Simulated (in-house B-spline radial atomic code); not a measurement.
A radial electron density 4πr²n(r) was computed for an atom or ion in its tabulated ground configuration with a B-spline radial code for spherical atoms; method: Dirac-Hartree-Fock, average of configuration. Columns: r (bohr), 4πr²n(r) (electrons per bohr), bar.

```
 0.00115    1.731 #
 0.00137    2.353 #
 0.00162    3.145 ##
 0.00192    4.201 ##
 0.00227    5.559 ###
 0.00269    7.339 ####
 0.00319    9.627 ######
 0.00378     12.5 #######
 0.00447    16.02 #########
  0.0053    20.36 ############
 0.00628    25.47 ###############
 0.00744    31.32 ##################
 0.00881    37.72 ######################
  0.0104    44.26 #########################
  0.0124    50.95 #############################
  0.0147    56.52 ################################
  0.0174    60.44 ###################################
  0.0206     62.2 ####################################
  0.0244    61.56 ###################################
  0.0289    58.94 ##################################
  0.0342    55.62 ################################
  0.0405    53.42 ###############################
   0.048    54.27 ###############################
  0.0569     59.1 ##################################
  0.0674     66.8 ######################################
  0.0798    74.08 ##########################################
  0.0946    76.77 ############################################
   0.112    72.21 #########################################
   0.133    61.58 ###################################
   0.157    50.91 #############################
   0.186    45.63 ##########################
   0.221    47.79 ###########################
   0.262    52.33 ##############################
    0.31    51.59 ##############################
   0.367    42.12 ########################
   0.435    27.16 ################
   0.515    13.46 ########
   0.611    4.859 ###
   0.723     1.26 #
   0.857   0.2155 
    1.02  0.02171 
     1.2 0.001519
```

Which atom or ion is it?
A. Cd24+
B. Cd22+
C. Pd23+
D. Cd23+

D. The area under the curve, ∫4πr²n dr = ∫r·4πr²n d(ln r) on this logarithmic grid, is 25 electrons, which only this option has. The configuration is [Ar] 3d7.
